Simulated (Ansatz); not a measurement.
```yaml
crystal:
  periodic: [false, false, false]
  atoms:
    - {symbol: Si, position_ang: [-1.587465, -0.820187, -0.775393]}
    - {symbol: C, position_ang: [0.236949, -1.238981, -0.591264]}
    - {symbol: S, position_ang: [1.264201, 0.255202, -0.659416]}
    - {symbol: C, position_ang: [1.046752, 0.854523, 1.027098]}
    - {symbol: S, position_ang: [1.771021, 2.488398, 1.218083]}
    - {symbol: H, position_ang: [-1.985865, 0.193980, 0.236274]}
    - {symbol: H, position_ang: [-1.820324, -0.268147, -2.133053]}
    - {symbol: H, position_ang: [-2.437416, -2.028973, -0.584052]}
    - {symbol: H, position_ang: [0.555094, -1.857023, -1.435272]}
    - {symbol: H, position_ang: [0.464222, -1.807923, 0.314140]}
    - {symbol: H, position_ang: [-0.009471, 0.865053, 1.297028]}
    - {symbol: H, position_ang: [1.583483, 0.212563, 1.729287]}
    - {symbol: H, position_ang: [0.939119, 3.116716, 0.371440]}
basis:
  gaussian: {orbitals: def2-TZVP}
hamiltonian: {xc: {name: revPBE}}
```

```sh
$ ansatz run in.yaml --threads 4 --pin off --events-out ev --progress --plain --max-ram 10444MiB
```

Output, abridged:

```
Functional definition: revPBE
1486 factors; their error is unknown
mean field evaluation 1: about -31736.4596 eV, gradient 7.0e1 eV
mean field evaluation 2: about -31710.9734 eV, gradient 1.1e2 eV
mean field evaluation 4: about -31747.9680 eV, gradient 6.0e0 eV
mean field evaluation 8: about -31748.0615 eV, gradient 1.8e-1 eV
mean field evaluation 16: about -31748.0309 eV, gradient 4.4e-4 eV
mean field -31748.03094225 eV, -1166.7186175394 hartree, gradient 4.0e-5 eV, S^2 0.000000; 0 other end points of the search recorded, 0 dependent functions left out
reference -31748.03100131 eV, -1166.7186197100 hartree; 33, 33 occupied and 188, 188 virtual orbitals, 1486 factors
Total energy: -31748.03100131 eV, -1166.7186197100 hartree
```

Run time 1.1 s (4 threads of a server CPU on a shared host); peak host memory 0.68 GiB.
